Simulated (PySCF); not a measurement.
A side-by-side comparison of computed properties.

First species: C2H4F3NSi.
Atom-mapped SMILES: `[F:1][C:2]([F:3])([F:4])/[CH:5]=[N:6]/[SiH3:7]` (hydrogens: H8 on C5; H9, H10, H11 on Si7)

Cartesian coordinates in Å at the GFN2-xTB level; atoms count from 1:
```
atom  x, y, z in Å
F1    -1.9397    1.4383   -0.6076
C2    -1.9405    0.1932   -0.1401
F3    -2.6043   -0.5667   -1.0297
F4    -2.6785    0.1894    0.9844
C5    -0.5527   -0.3675    0.1214
N6     0.4559    0.3142   -0.1073
Si7    2.1616    0.0608    0.0454
H8    -0.5889   -1.3906    0.5134
H9     2.5510   -1.2528    0.5660
H10    2.6073    0.2496   -1.3294
H11    2.5343    1.1347    0.9575
```

Second species: C3H9P2 (charge +1).
Structure used (GFN2-xTB), in Å, numbered top down from 1:
```
atom  x, y, z in Å
C1     1.0061   -1.3634   -0.5365
P2     0.1986    0.1853    0.0214
P3     1.1240    2.0951    0.4725
C4    -1.3339   -0.1174    0.9350
C5    -1.5248    0.3105   -0.5166
H6     1.7355   -1.6855    0.2066
H7     0.2451   -2.1325   -0.6613
H8     1.5143   -1.1921   -1.4853
H9     2.1283    1.5009    1.2506
H10    1.9006    2.0741   -0.6949
H11   -1.6082    0.5957    1.7018
H12   -1.5736   -1.1412    1.1927
H13   -1.8901   -0.4315   -1.2152
H14   -1.9226    1.3016   -0.6927
```

Levels: CAM-B3LYP/def2-SVPD for HOMO energy, LUMO energy, HOMO–LUMO gap, static isotropic polarisability and electronic spatial extent ⟨r²⟩ about the centre of nuclear charge; TDDFT CAM-B3LYP/def2-SVPD for lowest singlet excitation; TDA CAM-B3LYP/def2-SVPD for lowest triplet excitation (Tamm–Dancoff); GFN2-xTB for rotational constant A and rotational constant C. Geometries: GFN2-xTB. Each species is one conformer at its optimised geometry, gas phase, non-relativistic unless stated. Electronic properties by PySCF.

Dipoles, sizes and rotational constants follow the conformer. The torsions of the flexible species, by atom-mapped SMILES:
- `[F:1][C:2]([F:3])([F:4])/[CH:5]=[N:6]/[SiH3:7]`: F1–C2–C5–N6 0°
- `[CH3:1][P+:2]1([PH2:3])[CH2:4][CH2:5]1`: H–P3–P2–C1 -47°, H–P3–P2–C1 46°

Values for the first species:

| Item | Value |
| --- | --- |
| HOMO energy | -9.29 eV |
| LUMO energy | -0.50 eV |
| HOMO–LUMO gap | 8.79 eV |
| Lowest singlet excitation | 4.09 eV |
| Lowest triplet excitation (Tamm–Dancoff) | 3.45 eV |
| Static isotropic polarisability | 62.1 au |
| Electronic spatial extent ⟨r²⟩ about the centre of nuclear charge | 1171 bohr² |
| Rotational constant A | 5.184 GHz |
| Rotational constant C | 0.967 GHz |

Q: Estimate the same properties for the second species, and the change in each.

A: 
```json
{"property": "HOMO energy", "first": "-9.29 eV", "second": "-14.47 eV", "second less first": "-5.18 eV"}
{"property": "LUMO energy", "first": "-0.50 eV", "second": "-4.43 eV", "second less first": "-3.93 eV"}
{"property": "HOMO–LUMO gap", "first": "8.79 eV", "second": "10.04 eV", "second less first": "+1.25 eV"}
{"property": "lowest singlet excitation", "first": "4.09 eV", "second": "6.60 eV", "second less first": "+2.51 eV"}
{"property": "lowest triplet excitation (Tamm–Dancoff)", "first": "3.45 eV", "second": "5.16 eV", "second less first": "+1.71 eV"}
{"property": "static isotropic polarisability", "first": "62.1 au", "second": "78.8 au", "second less first": "+16.7 au"}
{"property": "electronic spatial extent ⟨r²⟩ about the centre of nuclear charge", "first": "1171 bohr²", "second": "730 bohr²", "second less first": "-441 bohr²"}
{"property": "rotational constant A", "first": "5.184 GHz", "second": "4.215 GHz", "second less first": "-0.969 GHz"}
{"property": "rotational constant C", "first": "0.967 GHz", "second": "1.775 GHz", "second less first": "+0.808 GHz"}
```

On the first: The polarisability is 9.20 Å³ as a volume (1 au = 0.148185 Å³), or 0.97 au for each of the 64 electrons. S1 lies 4.70 eV below the HOMO–LUMO gap; its leading configuration is HOMO→LUMO, weight 0.97.

On the second: The vertical singlet–triplet gap S1 − T1 is 1.44 eV (TDDFT singlet less Tamm–Dancoff triplet; S1: HOMO→LUMO, weight 0.91; T1: HOMO→LUMO, weight 0.95). The polarisability is 11.68 Å³ as a volume (1 au = 0.148185 Å³), or 1.41 au for each of the 56 electrons.
